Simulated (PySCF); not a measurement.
# A PySCF run on CsTe

State: ²Π (doublet), unpaired electrons π ↑.

An equivalent input (the run itself took its basis sets from the Basis Set Exchange, started from a PBE0 density and held the occupation σ 7α 7β, πx 4α 3β, πy 4α 4β, δx 1α 1β, δy 1α 1β):

```python
from pyscf import gto, dft
mol = gto.M(atom='Cs 0 0 0; Te 0 0 3.51', basis={'Cs': 'def2-SVP', 'Te': 'def2-SVP'}, ecp={'Cs': 'def2-SVP', 'Te': 'def2-SVP'},
            charge=0, spin=1, verbose=4, symmetry='C2v')
mf = dft.UKS(mol, xc='R2SCAN')
mf.grids.atom_grid = (80, 434)
mf.grids.prune = dft.gen_grid.treutler_prune
mf.irrep_nelec = {'A1': (8, 8), 'A2': (1, 1), 'B1': (4, 3), 'B2': (4, 4)}
mf.conv_tol = 1e-9
mf.max_cycle = 60
mf.diis_space = 10
mf.kernel()
```

The log (some set-up lines and the per-cycle HOMO/LUMO lines removed):

```
******** <class 'pyscf.dft.uks_symm.SymAdaptedUKS'> ********
method = SymAdaptedUKS
damping factor = 0
level_shift factor = 0
DIIS = <class 'pyscf.scf.diis.CDIIS'>
diis_start_cycle = 1
diis_space = 10
diis_damp = 0
SCF conv_tol = 1e-09
SCF conv_tol_grad = None
SCF max_cycles = 60
number electrons alpha = 17  beta = 16
Set gradient conv threshold to 3.16228e-05
init E= -288.312750979588
cycle= 1 E= -288.313044271867  delta_E= -0.000293  |g|= 0.00462  |ddm|= 0.0688
cycle= 2 E= -288.313040189651  delta_E= 4.08e-06  |g|= 0.00506  |ddm|= 0.0291
cycle= 3 E= -288.313068182074  delta_E= -2.8e-05  |g|= 0.000776  |ddm|= 0.0161
cycle= 4 E= -288.313068383697  delta_E= -2.02e-07  |g|= 4.53e-05  |ddm|= 0.00108
cycle= 5 E= -288.313068386516  delta_E= -2.82e-09  |g|= 2.28e-05  |ddm|= 0.000192
cycle= 6 E= -288.313068387192  delta_E= -6.76e-10  |g|= 5.3e-06  |ddm|= 8.08e-05
Extra cycle  E= -288.313068387234  delta_E= -4.24e-11  |g|= 4.29e-06  |ddm|= 3.1e-05
converged SCF energy = -288.313068387234  <S^2> = 0.75426608  2S+1 = 2.0042615
```

Repeating this along the bond gives Re = 3.520 Å and ωe = 106 cm⁻¹.

A point of this curve took 0.74 CPU seconds beside 0.12 for the integrals (shared host).

Spin–orbit coupling is left out. The state is the lowest determinant that a PBE0 search found; another state may lie lower at other levels.
